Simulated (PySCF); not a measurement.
C₄H₁₀Cl₃GeN. Atoms are numbered in the order given.

```xyz
19

C      1.6916    -2.2882     0.7352
C      0.9888    -2.0764    -0.6031
N     -0.1761    -1.1877    -0.5722
C     -1.5055    -1.7906    -0.4832
C     -1.8200    -2.5004     0.8306
Ge     0.0262     0.5413    -0.1244
Cl    -0.0923     0.9700     1.9937
Cl    -1.5158     1.7184    -1.0430
Cl     1.9522     1.2070    -0.7912
H      1.0058    -2.6776     1.5021
H      2.1138    -1.3420     1.1110
H      2.5267    -2.9984     0.6228
H      1.7159    -1.6870    -1.3373
H      0.6328    -3.0409    -1.0071
H     -1.6105    -2.4974    -1.3288
H     -2.2495    -0.9968    -0.6665
H     -2.8553    -2.8772     0.8220
H     -1.1554    -3.3628     0.9957
H     -1.7096    -1.8140     1.6851
```

Geometry optimised at r2SCAN-D4/def2-SVP. One conformer was computed; it need not be the lowest.

Level of theory: PySCF with r2SCAN/def2-SVP.

Gas-phase values at a fixed geometry.

```json
{
  "total_energy": "-3669.88039 hartree",
  "highest_occupied_level": "-5.91 eV",
  "lowest_empty_level": "-1.96 eV",
  "orbital_gap": "3.95 eV",
  "dipole_moment": "3.05 D",
  "quadrupole, principal values (traceless, Buckingham form, about the centre of nuclear charge)": "-4.94, 1.10, 3.85 D·Å",
  "mean_static_polarisability": "103.0 bohr³ (15.27 Å³)",
  "polarisability_principal_values": "94.2, 107.3, 107.5 bohr³"
}
```
